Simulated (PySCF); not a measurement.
Electric field gradients and quadrupole coupling constants

C₆H₉ClN₂Si.
Cartesian coordinates in Å at the GFN2-xTB level; atoms count from 1:
```
atom  x, y, z in Å
C1    -3.4176   -1.0492   -1.1901
C2    -2.9041   -0.1946   -0.3243
C3    -1.5711    0.4548   -0.4588
Si4   -0.3536   -0.1921    0.8565
Cl5   -1.1530   -0.1080    2.7061
N6     0.8808    1.0018    0.9141
C7     2.1156    1.0892    0.7854
C8     3.0790   -0.0379    0.4975
C9     3.7129    0.1861   -0.7769
N10    4.2010    0.3761   -1.7923
H11   -2.8934   -1.3274   -2.0902
H12   -4.3850   -1.4982   -1.0439
H13   -3.4516    0.0651    0.5723
H14   -1.1712    0.2805   -1.4577
H15   -1.6797    1.5335   -0.3299
H16   -0.0063   -1.5940    0.6033
H17    2.5802    2.0719    0.8780
H18    3.8535   -0.0535    1.2705
H19    2.5537   -0.9949    0.4791
```

Field gradients from the PBE0/pcSseg-1 density (PySCF, non-relativistic), principal values in atomic units, ordered |Vxx| ≤ |Vyy| ≤ |Vzz|:

```
atom      Vxx      Vyy      Vzz
 Cl5  -0.9419  -1.1305   2.0724
  N6   0.1570   0.8519  -1.0089
 N10   0.4650   0.5185  -0.9836
```

Q: Find the asymmetry η = (Vxx − Vyy)/Vzz and the couplings χ = eQV/h (234.96 MHz × Q in barn × V in au), with Q(35Cl) = −0.0817 b, Q(14N) = 0.02044 b.

A: 
```csv
atom,environment,nucleus,η,χzz (MHz),χxx (MHz),χyy (MHz)
Cl5,silicon-bound chlorine,35Cl,0.09,-39.78,18.08,21.70
N6,C=N nitrogen,14N,0.69,-4.846,0.754,4.091
N10,nitrile nitrogen,14N,0.05,-4.724,2.233,2.490
```

The tensor is traceless: Vxx + Vyy + Vzz = 0.

Q: What is Vzz at N6 in SI units (1 au = 9.71736 × 10²¹ V/m²)?

A: -1.0089 au = -9.804 × 10²¹ V/m².

Were the hydrogens deuterons (Q(2H) = 0.00286 b), χzz would run from 105 kHz (H16) to 228 kHz (H12).

Geometry: GFN2-xTB, one conformer, isolated molecule. GFN2-xTB bond lengths can be off by several hundredths of an ångström, more for odd bonds, and the gradients follow them. The small basis limits the accuracy of the gradients.
